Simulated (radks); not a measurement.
Neutral indium inside a hard spherical wall (all orbitals vanish at R), configuration held at [Kr] 4d10 5s2 5p1 and not refilled when levels cross. All-electron calculation, scalar-relativistic Kohn-Sham, r2SCAN, spin-polarised, spherical densities, finite nucleus; open shells are filled with parallel spins first (spin-orbit coupling, left out, can overturn this in heavy ions); meta-GGA in the generalised Kohn-Sham scheme; Fermi nuclear charge, rms radius 4.6156 fm. Program: a radial shooting solver on a logarithmic mesh with Libxc functionals. Eigenvalues in eV for spin up, with the zero of energy where the potential of the charges vanishes at infinity; a dash marks a level that is unbound or too diffuse for the functional's potential to be trusted. A positive occupied level is held by the wall or, in an anion where self-interaction has pushed it up, behind a barrier. The pressure on the wall is -dE/dV.

R (bohr)  E (hartree)  kinetic (hartree)    e(4p)    e(4d)   e(5s)   e(5p)  e(6s, empty)  e(5d, empty)  pressure (GPa)
free      -5882.30942           6131.166  -80.424  -19.214  -8.790  -2.870             -             -               0
10        -5882.30854           6131.173  -80.343  -19.134  -8.734  -2.800         1.397         2.509          0.0192
7         -5882.29393           6131.260  -79.751  -18.555  -8.334  -2.153         5.774         5.226           0.745
6         -5882.26539           6131.407  -79.051  -17.879  -7.804  -1.265        10.147         7.580            3.09
5         -5882.17442           6131.823  -77.591  -16.487  -6.475   0.863        19.176        12.232            14.8
4         -5881.84482           6133.175  -74.354  -13.448  -2.615   6.530        40.045        22.712            90.3
3.5       -5881.38211           6134.984  -71.159  -10.449   2.068  12.931        61.144        33.210             259
3         -5880.30677           6139.085  -65.540   -5.046  11.751  25.464        98.550        51.799             859
1.5       -5832.17590           6297.868   35.508   108.58  287.91  328.05        757.15        385.37          149000
